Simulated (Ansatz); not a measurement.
The inner images of a band of CH5FSi + ClH (10 atoms, charge 0, multiplicity 1) are given out of order.

The calculation used UKS PBE-D4/def2-SVP (Ansatz 0.2.0).

First end point:

```xyz
10
Properties=species:S:1:pos:R:3
Si -0.438 -0.215 -0.939
F 0.940 0.657 -1.299
H -0.568 -1.241 -2.028
H -1.587 0.747 -0.993
C -0.213 -0.984 0.748
H 1.280 1.892 0.053
Cl 1.091 2.566 1.161
H -1.130 -1.532 1.051
H 0.635 -1.698 0.750
H -0.010 -0.192 1.497
```

Last end point:

```xyz
10
Properties=species:S:1:pos:R:3
Si -0.861 0.325 -0.488
F 2.366 0.228 -0.631
H -0.514 -0.076 -1.889
H -2.328 0.622 -0.391
C -0.267 -0.894 0.799
H 1.913 1.035 -0.430
Cl 0.105 2.183 -0.126
H -0.710 -1.895 0.621
H 0.836 -0.966 0.715
H -0.539 -0.561 1.820
```

Problem. Put them in order from the first end to the last, with their energies above the first end.
A.
```xyz
10
Properties=species:S:1:pos:R:3
Si -0.415 0.195 -0.604
F 1.487 0.486 -1.095
H -0.434 -0.537 -1.921
H -1.723 0.938 -0.625
C -0.236 -0.984 0.839
H 1.480 1.357 -0.443
Cl 0.464 2.248 0.470
H -1.019 -1.767 0.754
H 0.754 -1.480 0.821
H -0.358 -0.456 1.804
```
B.
```xyz
10
Properties=species:S:1:pos:R:3
Si -0.735 0.310 -0.472
F 2.194 0.346 -0.894
H -0.283 -0.080 -1.845
H -2.197 0.631 -0.508
C -0.301 -0.946 0.848
H 1.836 1.158 -0.556
Cl 0.136 2.180 0.079
H -0.940 -1.845 0.737
H 0.763 -1.239 0.758
H -0.473 -0.515 1.854
```
C.
```xyz
10
Properties=species:S:1:pos:R:3
Si -0.389 -0.150 -0.857
F 1.096 0.514 -1.244
H -0.684 -1.081 -1.994
H -1.397 0.961 -0.826
C -0.227 -1.042 0.778
H 1.301 1.865 -0.083
Cl 0.875 2.634 0.891
H -1.075 -1.744 0.914
H 0.713 -1.630 0.799
H -0.213 -0.327 1.623
```
D.
```xyz
10
Properties=species:S:1:pos:R:3
Si -0.562 0.281 -0.511
F 1.843 0.447 -1.036
H -0.314 -0.302 -1.879
H -1.959 0.801 -0.573
C -0.269 -0.974 0.850
H 1.676 1.255 -0.528
Cl 0.255 2.178 0.292
H -1.011 -1.793 0.751
H 0.748 -1.409 0.802
H -0.406 -0.485 1.833
```
E.
```xyz
10
Properties=species:S:1:pos:R:3
Si -0.367 0.001 -0.743
F 1.236 0.456 -1.173
H -0.583 -0.792 -1.980
H -1.501 0.993 -0.687
C -0.227 -1.011 0.824
H 1.364 1.635 -0.236
Cl 0.670 2.435 0.604
H -1.014 -1.792 0.802
H 0.761 -1.513 0.841
H -0.339 -0.414 1.749
```

Solution. C (+0.03 eV), E (+0.46 eV), A (+1.22 eV), D (+0.75 eV), B (+0.33 eV).

Time of the run: 3.1 min on 2 threads of Arm Neoverse V1, with other jobs on the host, peak memory 0.17 GiB.
